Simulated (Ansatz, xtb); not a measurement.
**Relaxing a trial structure of CH2ClFSn**

The starting geometry of this gas-phase singlet was built from a drawn formula by distance geometry and a force field; its bonds are those of `F[C][SnH2][Cl]`.

```xyz
6

C     0.6543    2.7163    1.1473
Cl    0.2781   -0.9771    1.5339
F    -0.6238    2.8646    1.5109
Sn    0.9259    0.8261    0.1354
H    -0.1125    0.7931   -1.3127
H     2.5558    0.5574   -0.3443
```

Q: Predict what becomes of its bonds when it is optimised with r2SCAN-D4/def2-SVP.

A: It keeps its bonds, and is `F[C][SnH2][Cl]`.

The energy falls by 0.22 eV over 12 steps:

```csv
step,E − E(last) (eV)
1,0.222
2,0.179
3,0.130
5,0.020
6,0.008
7,0.001
8,0.000
10,0.000
11,0.000
12,0.000
```

Final geometry (Å):

```xyz
6

C     0.3638    2.9024    0.8420
Cl    0.1294   -0.9621    1.4541
F    -0.2353    2.7972    1.9805
Sn    0.8359    0.8131    0.0347
H     0.0480    0.5865   -1.4772
H     2.5362    0.6434   -0.1634
```

From the same start GFN2-xTB ends elsewhere, differing in C1–Cl2 (1.71 against 3.92 Å here).

The end wasn't checked by frequencies. Atoms past krypton carry core potentials, without spin–orbit terms. Run with Ansatz 0.2.0, 21 s on 2 threads of Intel(R) Xeon(R) Platinum 8259CL CPU @ 2.50GHz (Skylake/Cascade Lake), with other jobs on the host.
